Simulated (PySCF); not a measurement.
Excitation energy of P by level of theory

P [Ne] 3s2 3p3 (4S) → P [Ne] 3s1 3p4 (4P), as a difference of total energies. All numbers are calculated (PySCF 2.14, the non-relativistic Hamiltonian (point nucleus), in dyall-av2z). Correlated levels: valence: [Ne] frozen; virtual orbitals above 40 to 60 times the deepest correlated orbital energy dropped. The calculations carry no spin-orbit coupling.

```
           method  excitation energy (cm⁻¹)
              UHF                     64244
    MP2 (valence)                     64657
CCSD(T) (valence)                     60468
  CCSDT (valence)                     60285
```

Question: Estimate what CCSD (valence) gives.

Answer: 61216 cm⁻¹, closest to CCSD(T) (valence) among the rows shown.

Question: Estimate what SCS-MP2 (valence) gives.

Answer: 64703 cm⁻¹, closest to MP2 (valence) among the rows shown.

Errors of the correlated levels include the incompleteness of this basis and the frozen core.

The coupled-cluster amplitudes are large for the upper state (T1 above 0.03 or a double amplitude above 0.15), so a single reference is strained.

For comparison: 59643 cm⁻¹ (measured; NIST levels, between the centres of gravity of the two terms).
